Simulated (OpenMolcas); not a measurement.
An OpenMolcas run meant for Bi V (ANO-RCC-VDZP, DKH3; inactive shells 1s 2s 2p 3s 3p 3d 4s 4p 4d 4f 5s 5p 5d; intended active space 1 electron in 4 orbitals (6s 6p)). One step of its input:

```
&CASPT2
Multistate=1 1
Frozen=15 19
IPEA=0.25
Shift=1.5
MaxIter=60
WThr=0.0 0.3 0.05
PrWF=0.5
NoMix
```

The run finished. Its levels beside those of a sound run (SS-CASPT2, IPEA 0.25 Eh, imaginary shift 0.1 Eh (closed shells correlated: 5d)), in cm-1 above each run's lowest level:

```json
{"Level": "6s 2S 1/2", "This run": "0.0", "Usual run": "0.0"}
{"Level": "6p 2P* 1/2", "This run": "91033", "Usual run": "91057"}
{"Level": "6p 2P* 3/2", "This run": "116824", "Usual run": "116848"}
```

Q: Which setting is unsound, and how much does it matter here?

A: The level shift is far above the usual 0.1 to 0.3 hartree and damps the second-order energy. Against the sound run the excited levels shown move by 24 cm-1 on average and by 24 cm-1 at most.

Spin-orbit splittings of 6p shells tend to come out small when the coupling is added on scalar orbitals. With one active electron, CASPT2 adds the correlation within the correlated inactive shells and between them and that electron, and leaves the splitting within a term as the reference gives it. The basis is small and was not contracted for so high a charge. Only configurations of the active space appear.

* marks odd parity.
